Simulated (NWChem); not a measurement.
# Si$_{2}$H$_{4}$O$_{2}$; SMILES O1[SiH2]O[SiH2]1

```xyz
8

O      1.1956     0.0000     0.0000
Si     0.0000     1.2053     0.0000
O     -1.1956     0.0000     0.0000
Si     0.0000    -1.2053     0.0000
H      0.0000     2.0463    -1.2254
H      0.0000     2.0463     1.2254
H      0.0000    -2.0463     1.2254
H      0.0000    -2.0463    -1.2254
```
Atoms are numbered in this order, from 1.

Computed with NWChem. Pople sets run with spherical d functions. All runs use the structure optimised with PBE0/def2-SVP. Vertical excitations in the gas phase; the lowest state need not have the same character in each row.

Question: Among these, which level gives the highest value of “lowest excitation, singlet (eV)”?
A) B3LYP/6-31+G*, full TDDFT
B) PBE/6-31+G*, full TDDFT
C) BHandHLYP/6-31+G*, full TDDFT
D) Hartree-Fock/6-31+G*, TDHF

Answer: D, Hartree-Fock/6-31+G*, TDHF. Values: PBE/6-31+G*, full TDDFT 5.57; B3LYP/6-31+G*, full TDDFT 6.26; BHandHLYP/6-31+G*, full TDDFT 7.08; Hartree-Fock/6-31+G*, TDHF 8.21
